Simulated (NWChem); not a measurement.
CHAlFNO; SMILES O=C=[N][AlH][F]

```xyz
6

Al     0.5160     1.1992     0.0000
F     -0.8077     2.2216     0.0000
H      1.9744     1.7895     0.0000
N      0.1975    -0.5485     0.0000
C     -0.0612    -1.7349     0.0000
O     -0.3036    -2.8905     0.0000
```
Atoms are numbered in this order, from 1.

Computed with NWChem. The geometry was optimised at PBE-D3(BJ)/def2-SVP.

Problem. Taking B3LYP/pcseg-2 as the yardstick, which of these has the fewest basis functions while keeping “dipole (D)” within 0.1 D of it: B3LYP/def2-SVP; B3LYP/pcseg-1; B3LYP/aug-pcseg-1; B3LYP/STO-3G?

Solution. B3LYP/pcseg-1.
| level | basis functions | dipole (D) |
|---|---|---|
| B3LYP/STO-3G | 30 | 2.33 |
| B3LYP/pcseg-1 | 79 | 1.92 |
| B3LYP/def2-SVP | 79 | 1.67 |
| B3LYP/aug-pcseg-1 | 128 | 1.88 |
| B3LYP/pcseg-2 | 168 | 1.92 |

The yardstick is one finite set, not the basis-set limit.
